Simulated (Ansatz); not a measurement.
Problem. Name a neutral molecule of C, I, O, Zn and H with zero-point energy (PBE0-D4/def2-TZVP) between 101 and 117 kJ/mol and size of the dipole moment (B3LYP/def2-TZVPP) between 1.95 and 2.25 D (Ansatz, PBE0-D4/def2-TZVP geometry).

Solution. `O[CH2][Zn][I]` (110.2 kJ/mol, 2.07 D). Other molecules can fit too; these were computed, each in one conformer that needn't be the lowest.

B3LYP here is the variant with VWN-RPA as its local correlation; programs differ in this.
